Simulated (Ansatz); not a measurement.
**Molecular dynamics, step by step**

SiN2H4O (SMILES N#N.[SiH3]O), closed shell, PBE0-D4/def2-SVP (Ansatz 0.2.0). Settings (timestep in fs, temperature in K; T counts 18 degrees of freedom):

```yaml
hamiltonian: {xc: pbe0, dispersion: d4}
md: {n_steps: 40, timestep: 0.25, temperature: 700, ensemble: nvt_nose_hoover, seed: 720, initial_velocities: maxwell_boltzmann}
```

Start (the SMILES describes the start alone):

N1  (-1.276, -1.678, -3.114)
N2  (-0.708, -1.374, -2.236)
Si3  (0.278, 0.788, 1.162)
O4  (0.951, -0.477, 0.353)
H5  (-1.094, 0.469, 1.645)
H6  (1.163, 1.059, 2.318)
H7  (0.185, 2.004, 0.306)
H8  (0.501, -0.791, -0.433)
(Å)

```json
{"step": "0", "time (fs)": "0.00", "potential energy less the start (meV)": "0.0", "kinetic energy (meV)": "542.9", "T (K)": "700"}
{"step": "2", "time (fs)": "0.50", "potential energy less the start (meV)": "10.2", "kinetic energy (meV)": "532.7", "T (K)": "687"}
{"step": "4", "time (fs)": "1.00", "potential energy less the start (meV)": "32.1", "kinetic energy (meV)": "510.9", "T (K)": "659"}
{"step": "6", "time (fs)": "1.50", "potential energy less the start (meV)": "63.2", "kinetic energy (meV)": "479.8", "T (K)": "619"}
{"step": "8", "time (fs)": "2.00", "potential energy less the start (meV)": "100.0", "kinetic energy (meV)": "443.0", "T (K)": "571"}
{"step": "10", "time (fs)": "2.50", "potential energy less the start (meV)": "139.1", "kinetic energy (meV)": "404.1", "T (K)": "521"}
{"step": "12", "time (fs)": "3.00", "potential energy less the start (meV)": "177.0", "kinetic energy (meV)": "366.1", "T (K)": "472"}
{"step": "14", "time (fs)": "3.50", "potential energy less the start (meV)": "211.6", "kinetic energy (meV)": "331.7", "T (K)": "428"}
{"step": "16", "time (fs)": "4.00", "potential energy less the start (meV)": "240.9", "kinetic energy (meV)": "302.3", "T (K)": "390"}
{"step": "18", "time (fs)": "4.50", "potential energy less the start (meV)": "264.2", "kinetic energy (meV)": "279.1", "T (K)": "360"}
{"step": "20", "time (fs)": "5.00", "potential energy less the start (meV)": "281.1", "kinetic energy (meV)": "262.2", "T (K)": "338"}
{"step": "22", "time (fs)": "5.50", "potential energy less the start (meV)": "291.9", "kinetic energy (meV)": "251.4", "T (K)": "324"}
{"step": "24", "time (fs)": "6.00", "potential energy less the start (meV)": "297.6", "kinetic energy (meV)": "245.8", "T (K)": "317"}
{"step": "26", "time (fs)": "6.50", "potential energy less the start (meV)": "299.5", "kinetic energy (meV)": "243.8", "T (K)": "314"}
{"step": "28", "time (fs)": "7.00", "potential energy less the start (meV)": "299.5", "kinetic energy (meV)": "243.9", "T (K)": "314"}
{"step": "30", "time (fs)": "7.50", "potential energy less the start (meV)": "299.3", "kinetic energy (meV)": "244.2", "T (K)": "315"}
{"step": "32", "time (fs)": "8.00", "potential energy less the start (meV)": "300.1", "kinetic energy (meV)": "243.4", "T (K)": "314"}
{"step": "34", "time (fs)": "8.50", "potential energy less the start (meV)": "302.2", "kinetic energy (meV)": "241.3", "T (K)": "311"}
{"step": "36", "time (fs)": "9.00", "potential energy less the start (meV)": "305.0", "kinetic energy (meV)": "238.7", "T (K)": "308"}
{"step": "38", "time (fs)": "9.50", "potential energy less the start (meV)": "306.5", "kinetic energy (meV)": "237.3", "T (K)": "306"}
{"step": "40", "time (fs)": "10.00", "potential energy less the start (meV)": "304.1", "kinetic energy (meV)": "239.9", "T (K)": "309"}
```

Step 14, positions (Å) and forces (eV/Å):

| atom | x | y | z | Fx | Fy | Fz |
| --- | --- | --- | --- | --- | --- | --- |
| N1 | -1.296 | -1.673 | -3.120 | 1.047 | 0.517 | 1.515 |
| N2 | -0.692 | -1.372 | -2.240 | -1.028 | -0.496 | -1.469 |
| Si3 | 0.274 | 0.768 | 1.142 | 0.615 | 2.321 | 2.337 |
| O4 | 0.953 | -0.450 | 0.393 | 0.941 | -2.373 | -1.434 |
| H5 | -1.051 | 0.560 | 1.694 | -0.840 | -0.383 | 0.362 |
| H6 | 1.266 | 1.069 | 2.304 | -0.774 | -0.023 | -0.707 |
| H7 | 0.130 | 1.931 | 0.266 | 0.008 | 0.626 | -0.400 |
| H8 | 0.524 | -0.780 | -0.399 | 0.030 | -0.189 | -0.203 |

Step 16, positions (Å) and forces (eV/Å):

```json
{"atom": "N1", "x": "-1.298", "y": "-1.672", "z": "-3.120", "Fx": "1.182", "Fy": "0.579", "Fz": "1.696"}
{"atom": "N2", "x": "-0.690", "y": "-1.372", "z": "-2.241", "Fx": "-1.162", "Fy": "-0.557", "Fz": "-1.649"}
{"atom": "Si3", "x": "0.274", "y": "0.766", "z": "1.140", "Fx": "0.465", "Fy": "2.639", "Fz": "2.510"}
{"atom": "O4", "x": "0.954", "y": "-0.447", "z": "0.398", "Fx": "0.947", "Fy": "-2.707", "Fz": "-1.761"}
{"atom": "H5", "x": "-1.052", "y": "0.570", "z": "1.704", "Fx": "-0.766", "Fy": "-0.396", "Fz": "0.333"}
{"atom": "H6", "x": "1.275", "y": "1.070", "z": "2.297", "Fx": "-0.811", "Fy": "-0.013", "Fz": "-0.720"}
{"atom": "H7", "x": "0.122", "y": "1.926", "z": "0.257", "Fx": "0.016", "Fy": "0.583", "Fz": "-0.373"}
{"atom": "H8", "x": "0.527", "y": "-0.780", "z": "-0.398", "Fx": "0.128", "Fy": "-0.127", "Fz": "-0.037"}
```

Step 34, positions (Å) and forces (eV/Å):

| atom | x | y | z | Fx | Fy | Fz |
| --- | --- | --- | --- | --- | --- | --- |
| N1 | -1.312 | -1.660 | -3.110 | -0.156 | -0.074 | -0.224 |
| N2 | -0.680 | -1.375 | -2.262 | 0.185 | 0.099 | 0.287 |
| Si3 | 0.270 | 0.758 | 1.131 | -1.858 | 3.959 | 1.981 |
| O4 | 0.969 | -0.445 | 0.429 | 1.266 | -3.417 | -1.956 |
| H5 | -1.104 | 0.618 | 1.810 | 0.556 | -0.341 | -0.344 |
| H6 | 1.276 | 1.088 | 2.171 | -0.118 | 0.356 | 0.237 |
| H7 | 0.055 | 1.916 | 0.154 | 0.108 | -0.304 | 0.314 |
| H8 | 0.574 | -0.793 | -0.371 | 0.016 | -0.278 | -0.294 |

Last step (40):

```xyz
8
angstrom
N -1.3154 -1.6554 -3.1047
N -0.6776 -1.3760 -2.2700
Si 0.2669 0.7614 1.1317
O 0.9766 -0.4533 0.4337
H -1.1096 0.6186 1.8373
H 1.2605 1.1042 2.1258
H 0.0365 1.9089 0.1258
H 0.5963 -0.8041 -0.3638
```

Hardware: 4 CPU threads of an Arm Neoverse V1, shared host. Wall time about 28 s.
